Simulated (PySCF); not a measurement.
C₄H₂Cl₂F₄.
Atom-mapped SMILES: `[CH2:1]=[C:2]([C:3]([F:4])([F:5])[F:6])[C:7]([F:8])([Cl:9])[Cl:10]` (hydrogens: H11, H12 on C1)

Computed geometry: GFN2-xTB, gas phase.

Q: What internal coordinates does the optimisation give?

A: 
| bond | length (Å) | order |
| --- | --- | --- |
| C1=C2 | 1.323 | double |
| C2–C3 | 1.516 | single |
| C3–F4, C3–F5, C3–F6 | 1.337 | single |
| C2–C7 | 1.503 | single |
| C7–F8 | 1.345 | single |
| C7–Cl9 | 1.796 | single |
| C7–Cl10 | 1.775 | single |
| C1–H11 | 1.077 | single |
| C1–H12 | 1.076 | single |

Bonds in one row agree within 0.01 Å and their mean is given. Orders are formal, as drawn. A selection of angles:
| angle | degrees |
| --- | --- |
| C1–C2–C3 | 121.4 |
| C1–C2–C7 | 124.0 |
| C3–C2–C7 | 114.6 |
| C2–C3–F4 | 111.9 |
| C2–C3–F6 | 112.6 |
| F4–C3–F5 | 106.5 |
| F4–C3–F6 | 107.2 |
| C2–C7–F8 | 111.9 |
| C2–C7–Cl9 | 108.9 |
| C2–C7–Cl10 | 111.9 |
| F8–C7–Cl9 | 107.5 |
| Cl9–C7–Cl10 | 109.2 |

Torsions: C1–C2–C3–F4 -108° (anticlinal); C1–C2–C7–F8 154° (antiperiplanar). The mirror-image conformer, all signs reversed, is as good.

The C–C distances run from 1.323 Å (C1=C2, drawn double) to 1.516 Å (C2–C3, drawn single), a spread of 0.193 Å. The 2 C–Cl bonds span 1.775 Å (C7–Cl10, drawn single) to 1.796 Å (C7–Cl9, drawn single), a spread of 0.021 Å. Of the pairs four or more bonds apart, F5···H11 is among the closest relative to their van der Waals radii: 2.38 Å, 89 % of the sum of Bondi's values.

Point group: C1 (no symmetry element, even within 0.4 Å). Whether it is a minimum is left open (no frequencies). One conformer, not necessarily the lowest.
